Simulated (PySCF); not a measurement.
# Which basis set comes closest?

Molecule: 3,4-dimethylphosphinine (SMILES Cc1ccpcc1C).

Atoms are numbered as in `[CH3:1][c:2]1[cH:3][cH:4][p:5][cH:6][c:7]1[CH3:8]`; H(Xn) means a hydrogen on atom n.

Geometry PBE0-D3(BJ)/def2-SVP throughout; GIAO in PySCF 2.14.0 with density-fitted response routines, gas phase, one conformer, non-relativistic; equivalent atoms averaged; functional PBE0.

Reference values (measured; solution, CHCl3; S. K. Latypov et al., Phys. Chem. Chem. Phys. 2015 (author manuscript)): δ(P5) = 187.9 ppm vs 85 % H3PO4. Computed shifts are taken against H3PO4, calculated as an isolated molecule at each level.

Problem. How do the basis sets pcSseg-0, cc-pVDZ, def2-SVP, aug-cc-pVDZ, def2-TZVP perform against the reference? Times are CPU seconds on 1 thread of an Arm Neoverse V2, shared host.

Solution. 
```csv
basis set,functions,P5,abs. error P,core-s
pcSseg-0,94,183.7,4.2,8.8
cc-pVDZ,161,199.4,11.5,30
def2-SVP,161,205.6,17.7,24
aug-cc-pVDZ,269,181.4,6.5,48
def2-TZVP,308,207.3,19.4,78
```

For 31P the closest is pcSseg-0 (4.2 ppm) and the furthest def2-TZVP (19.4 ppm). Where a smaller basis beats a larger one, errors probably cancel. One molecule is a small sample, and vibrational and solvent effects are absent from the calculation.

A small basis that lands close on one nucleus may do so by chance; judge by the trend and by all nuclei.
